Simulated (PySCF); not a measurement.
**Tl⁺ (thallium, charge +1) across methods**

[Xe] 4f14 5d10 6s2, closed-shell 1S. Computed with PySCF 2.14 in aug-cc-pVDZ-PP with ECP60MDF, with scalar relativity through the core potential.

```
 method  E (hartree)  mean ε 5p (eV)  mean ε 5d (eV)  mean ε 6s (eV)  Σ⟨r²⟩ (bohr²)   ⟨S²⟩
   PW91    -172.4010         -84.735         -22.864         -16.339          44.55  0.000
   PBE0    -172.2948         -89.092         -24.861         -17.115          44.48  0.000
 r2SCAN    -172.3722         -86.875         -23.368         -16.474          44.29  0.000
    LDA    -172.0464         -84.456         -22.851         -16.659          44.65  0.000
    UHF   -171.32881         -101.59         -30.124         -18.717          44.94  0.000
wB97M-V    -172.2165         -91.853         -27.395         -19.191          44.60  0.000
    PBE    -172.3305         -84.626         -22.783         -16.257          44.56  0.000
  B97-3    -172.3410         -89.448         -24.979         -17.019          44.48  0.000
    M06    -172.3343         -88.418         -24.919         -17.108          44.48  0.000
```

Energies and moments cover only the electrons outside the core potential. Spin-orbit coupling, which splits the p, d and f shells strongly at this Z, is absent.
